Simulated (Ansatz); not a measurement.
BFGeH5NO can be A, `NB(F)[O][GeH3]`, or B, `[NH2][GeH2][O]BF`.

Computed with Ansatz on PBE0-D4/def2-TZVP structures; ΔE is electronic, products minus reactants. CBS: MP2 limit from def2 TZ/QZ plus the TZ coupled-cluster correction, frozen cores. Functionals use def2-TZVPP. For Ge outer-core shells are correlated without core-valence functions, which leaves a few kJ/mol of doubt a bond. Scalar relativity is left out up to krypton. Each species was taken in one conformer, which may not be the lowest.

A:

```xyz
10

N     0.273    1.812    1.229
B    -0.210    0.735    0.475
F    -1.547    0.621    0.304
O     0.616   -0.185   -0.080
Ge    0.073   -1.585   -1.053
H    -0.333    2.496    1.643
H     1.253    1.952    1.392
H    -0.676   -1.071   -2.290
H     1.375   -2.297   -1.436
H    -0.824   -2.477   -0.183
```

B:

Z-matrix (Å, degrees):
```
Ge
O 1 1.807
N 1 1.814 2 111.7
H 1 1.532 2 107.3 3 -119.2
H 1 1.528 2 103.7 3 117.5
B 2 1.335 1 126.8 3 99.9
H 3 1.009 1 116.2 2 -69.2
H 3 1.010 1 116.1 2 62.1
F 6 1.330 2 118.8 1 -177.9
H 6 1.203 2 123.8 1 2.0
```

(1) Which isomer does CCSD(T)/CBS put lower? Give the gap. (An estimate is asked.)

(2) Give E(B) − E(A) in kcal/mol with ωB97M-V, B2PLYP, MP2/def2-TZVPP, PBE-D4, PBE0-D4, CCSD/def2-TZVPP, CCSD(T)/def2-TZVPP. (Best estimate.)

Largest T1 diagnostic: 0.013.

Answers

(1) Computed: A, by 19.2 kcal/mol.

(2) Ansatz gave: ωB97M-V 20.4, B2PLYP 19.6, MP2/def2-TZVPP 18.4, PBE-D4 20.0, PBE0-D4 20.9, CCSD/def2-TZVPP 19.6, CCSD(T)/def2-TZVPP 19.1. None reverses the order clearly.

In def2-TZVPP, CCSD(T) changes the Hartree–Fock value by −2.1 kcal/mol (the triples alone add −0.5 kcal/mol) and MP2 by −2.8 kcal/mol. From PBE to PBE0 (25 % exact exchange), in def2-TZVPP and without D4, E(B) − E(A) moves by +1.0 kcal/mol.
